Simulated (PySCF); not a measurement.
Isomers C₈H₉N:

A. `c1ccc(C2CC2)nc1`
B. SMILES [H]/N=C\C1C=CC=CC=C1
C. SMILES C=C/C=C(/C#N)C(=C)C
D. `C[C@@H]1[C@H]2[C@H]3C[C@]1(C#N)[C@H]32`

Spectrum 1. $^{1}$H NMR (500 MHz, computed): δ 7.25 (m, 1H), 7.03 (d, 1H), 5.97 (m, 1H), 5.82 (m, 1H), 5.68 (br s, 1H), 5.29 (br s, 1H), 2.18 (s, 3H). $^{13}$C{$^{1}$H} NMR (computed): δ 153.2 (CH), 148.1 (C), 141.7 (CH), 133.0 (CH2), 127.6 (CH2), 124.2 (C), 123.5 (C), 25.4 (CH3).

Spectrum 2. $^{1}$H NMR (500 MHz, computed): δ 10.78 (br s, 1H), 8.37 (d, 1H), 7.22 (m, 2H), 6.64 (m, 2H), 5.25 (m, 2H), 1.09 (m, 1H). $^{13}$C{$^{1}$H} NMR (computed): δ 178.2 (CH), 137.7 (CH), 129.7 (CH), 121.6 (CH), 55.6 (CH).

Spectrum 3. $^{1}$H NMR (500 MHz, computed): δ 3.39 (m, 1H), 2.92 (m, 1H), 2.34 (m, 1H), 2.07 (m, 1H), 1.76 (m, 1H), 1.62 (m, 1H), 1.58 (d, 3H). $^{13}$C{$^{1}$H} NMR (computed): δ 123.5 (C), 50.2 (CH), 43.1 (CH2), 40.1 (CH), 36.4 (C), 26.0 (CH), 19.2 (CH), 18.2 (CH3).

Spectrum 4. $^{1}$H NMR (500 MHz, computed): δ 8.75 (d, 1H), 7.80 (m, 1H), 7.43 (d, 1H), 7.13 (m, 1H), 1.80 (m, 1H), 1.27 (m, 2H), 0.96 (m, 2H). $^{13}$C{$^{1}$H} NMR (computed): δ 170.1 (C), 155.6 (CH), 141.7 (CH), 127.2 (CH), 124.5 (CH), 20.6 (CH), 14.8 (CH2).

All values are calculated (PySCF): shieldings: GIAO PBE0/pcSseg-1, GFN2-xTB geometry. Gas phase, averaged over atoms made equivalent by symmetry, fast rotation or ring inversion, one computed conformer, non-relativistic.

Scale: $^{1}$H and $^{13}$C vs TMS (reference shieldings calculated alike). Where no couplings were computed, multiplicities follow the n + 1 count of equivalent neighbours, and m marks all less simple cases (inequivalent or close neighbours, rings, F or P nearby). Shifts are as computed. Against solution values, carbons near 30 ppm lie about +3 ppm off and those near 130 ppm about +5 ppm (rms about the fit 2.1 ppm; single classes can miss by 10 ppm). Of 1328 compounds with measured shifts, 309 miss one by over three times the rms of a fit or turn the order of signals round; such compounds aren't used in these exercises. Signals without a measured value on file couldn't be tested in this way; 1H shifts scatter by 0.2 ppm about their fit, and single ones miss by 0.5 ppm. OH and NH positions are gas-phase values without hydrogen bonding to other molecules.

Match each spectrum to its structure.

## Answers

1–C, 2–B, 3–D, 4–A.

- Spectrum 1 (C): 8 $^{13}$C signals; δC 153.2 is an alkene CH; δC 148.1 is a fully substituted alkene carbon.
- Spectrum 2 (B): 5 $^{13}$C signals; δC 137.7 is an alkene CH; δC 129.7 is an alkene CH.
- Spectrum 3 (D): 8 $^{13}$C signals; δC 123.5 is a nitrile carbon; δC 50.2 is an sp3 CH in a ring.
- Spectrum 4 (A): 7 $^{13}$C signals; δC 155.6 is an aromatic CH next to a ring nitrogen; δC 127.2 is an aromatic CH.
